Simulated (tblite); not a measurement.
Compound: C₅H₇NOSe.
SMILES with atom numbers: `[O:1]=[CH:2][NH:3][C:4]1=[CH:5][CH2:6][CH2:7][Se:8]1` (hydrogens: H9 on C2; H10 on N3; H11 on C5; H12, H13 on C6; H14, H15 on C7)

Computed with GFN2-xTB (tblite), gas phase: nudged elastic band of 9 images (0 to 8), spring 0.2 eV/Å², climbing image at the end, force threshold 0.05 eV/Å. No saddle search or frequency run followed, so the top image need not be a first-order saddle, and its height can exceed the method's true barrier by a kcal/mol or more.

Path: rotation about C4–N3 (vinylic carbon bearing nitrogen, amide nitrogen), followed by the dihedral Se8–C4–N3–C2, from 6° to 179°. Start geometry (image 0):
```
atom  x, y, z in Å
O1      2.285    0.987   -1.761
C2      2.703    0.319   -0.846
N3      1.931   -0.225    0.116
C4      0.550   -0.058    0.133
C5     -0.265   -0.469    1.105
C6     -1.718   -0.122    0.968
C7     -2.004    0.234   -0.488
Se8    -0.301    0.828   -1.326
H9      3.774    0.092   -0.716
H10     2.344   -0.755    0.870
H11     0.080   -0.976    1.993
H12    -2.349   -0.954    1.288
H13    -1.941    0.728    1.623
H14    -2.751    1.019   -0.587
H15    -2.345   -0.640   -1.048
```

The first guess turns that dihedral rigidly in even steps and adds one set of random displacements (0.04 Å standard deviation a coordinate) to every inner image. Energies of the images above image 0 (eV) in the early part of the optimisation:

```
iteration      1      2      3      4      5      6      7      8
        0  1.036  1.219  1.365  1.425  1.406  1.356  1.325  0.185
       10  0.143  0.315  0.428  0.442  0.386  0.316  0.284  0.185
       20  0.091  0.261  0.374  0.388  0.333  0.264  0.228  0.185
       30  0.086  0.256  0.369  0.383  0.327  0.257  0.221  0.185
```

Question: Where does the band end, and how far was the first guess from it?

Answer: Final energies, images 1 to 8: 0.073, 0.244, 0.365, 0.380, 0.318, 0.246, 0.200, 0.185 eV. The highest point drops from 1.42 eV (image 4) to 0.380 eV (image 4), by 1.05 eV. Image 4 moved by 0.06 Å rms, its dihedral from 87° to 88°. The end images are fixed. The true force on the top image ends at 0.044 eV/Å, and the largest on any image at 0.12 eV/Å; away from the top, the method drives only the force across the path to zero. The last saved iteration is 60.

The cost below is that of the whole band run. Time: 3.4 s of wall time; peak memory 0.18 GiB. Hardware: Intel Xeon Platinum 8488C, one thread, no GPU (shared host).
